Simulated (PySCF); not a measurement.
## Spin-rotation constants: SMILES CC[n+]1cscc1C#N, [C6H7N2S]+, charge +1

Geometry:
```csv
atom,x (Å),y (Å),z (Å)
C1,-1.879,-0.452,-0.345
C2,-1.104,0.013,0.884
N3,0.212,0.500,0.503
C4,0.511,1.768,0.303
S5,2.104,2.024,-0.204
C6,2.388,0.337,-0.151
C7,1.269,-0.336,0.246
C8,1.153,-1.740,0.400
N9,1.052,-2.871,0.526
H10,-2.859,-0.800,-0.032
H11,-2.015,0.363,-1.052
H12,-1.372,-1.275,-0.841
H13,-0.973,-0.818,1.581
H14,-1.637,0.822,1.387
H15,-0.200,2.562,0.454
H16,3.341,-0.089,-0.403
```

Total charge +1.

Method used: GIAO LC-wPBE/pcSseg-1 magnetisability, rotational g tensor and spin-rotation constants, non-relativistic, gas phase (PySCF 2.14.0). Geometry: GFN2-xTB.

For an ion the centre-of-mass motion in the field is neglected.

Question: Give the nuclear spin-rotation constants along the inertial axes (H = +C I·J) beside the isotropic shieldings.

Answer: Rotational constants 2.1277, 1.2302, 0.8331 GHz. A star marks the isotopologue with that one atom substituted, in its own axes.
| atom | isotope | Caa (kHz) | Cbb (kHz) | Ccc (kHz) | mean (kHz) | σ (ppm) |
| --- | --- | --- | --- | --- | --- | --- |
| N3 | 14N | 0.344 | 0.222 | 0.051 | 0.205 | 15.2 |
| N9 | 14N | 0.187 | 0.242 | 0.215 | 0.215 | -88.2 |
| H10 | 1H | -0.079 | -0.101 | -0.096 | -0.092 | 29.6 |
| H11 | 1H | -0.154 | -0.113 | -0.068 | -0.112 | 30.2 |
| H12 | 1H | -0.215 | -0.051 | -0.076 | -0.114 | 29.6 |
| H13 | 1H | -0.091 | -0.097 | -0.063 | -0.084 | 26.8 |
| H14 | 1H | -0.223 | -0.014 | -0.074 | -0.104 | 27.2 |
| H15 | 1H | -0.217 | 0.096 | -0.102 | -0.074 | 22.6 |
| H16 | 1H | -0.232 | 0.102 | -0.099 | -0.076 | 22.9 |
| C1 | 13C* | 0.274 | 0.178 | 0.105 | 0.185 | 171.1 |
| C2 | 13C* | 0.356 | 0.237 | 0.153 | 0.249 | 138.4 |
| C4 | 13C* | 0.962 | 0.583 | 0.149 | 0.565 | 14.9 |
| S5 | 33S* | 1.036 | 0.507 | 0.233 | 0.592 | 200.7 |
| C6 | 13C* | 0.817 | 0.590 | 0.123 | 0.510 | 36.2 |
| C7 | 13C* | 0.739 | 0.483 | 0.145 | 0.456 | 57.3 |
| C8 | 13C* | 0.160 | 0.407 | 0.351 | 0.306 | 77.4 |

For the geometry as given, no vibrational averaging.
